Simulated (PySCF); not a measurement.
AlEt2(OH), C4H11AlO.
Z-matrix (Å and degrees, PBE0-D3(BJ)/def2-SVP geometry), rows numbered from 1:
```
Al
C   1  1.9665
C   2  1.5284  1  116.65
H   2  1.1065  1  107.75  3  -124.76
H   2  1.1073  1  107.11  3   123.96
H   3  1.1029  2  112.63  1   179.20
H   3  1.1026  2  111.84  1   -60.62
H   3  1.1027  2  111.85  1    59.06
C   1  1.9580  2  123.65  3   174.85
C   9  1.5286  1  116.67  2   177.57
H   9  1.1069  1  107.68  2    52.77
H   9  1.1074  1  107.02  2   -58.37
H  10  1.1030  9  112.33  1   179.15
H  10  1.1014  9  111.69  1   -60.38
H  10  1.1012  9  111.72  1    58.57
O   1  1.7130  2  120.02  3    -5.23
H  16  0.9583  1  124.96  2     0.57
```

The closed-shell ground state was solved at several levels (PySCF, density fitting, gas phase, non-relativistic).

| level | basis functions | HOMO (eV) | LUMO (eV) | gap (eV) | dipole (D) |
| --- | --- | --- | --- | --- | --- |
| CAM-B3LYP/def2-SVPD | 215 | -8.44 | 0.27 | 8.71 | 1.40 |
| PBE0/pcSseg-1 (pcSseg-2 on Al) | 183 | -7.07 | 0.02 | 7.09 | 1.37 |
| B3LYP/pcSseg-1 (pcSseg-2 on Al) | 183 | -6.85 | -0.20 | 6.65 | 1.35 |

Estimate the row for PBE/pcSseg-1 (pcSseg-2 on Al), a basis of 183 functions; the other rows only guide the guess.

HOMO -5.80 eV, LUMO -0.73 eV, gap 5.07 eV, dipole 1.28 D.

Over all these levels, which gives the widest orbital gap and which the narrowest?

CAM-B3LYP/def2-SVPD (range-separated hybrid) has the widest, 8.71 eV, and PBE/pcSseg-1 (pcSseg-2 on Al) (GGA) the narrowest, 5.07 eV. Functional and basis both differ between the two, so the spread mixes both effects.

In the pcSseg-1 (pcSseg-2 on Al) basis, how does the gap go with the fixed share of exact exchange?

PBE (0 %) 5.07 eV; B3LYP (20 %) 6.65 eV; PBE0 (25 %) 7.09 eV. Each rise in the share widens the gap here.

How far do the dipole and the HOMO energy spread over the levels?

The dipole runs from 1.28 to 1.40 D (mean 1.35 D) and the HOMO from -8.44 to -5.80 eV.

One conformer stands for the species.
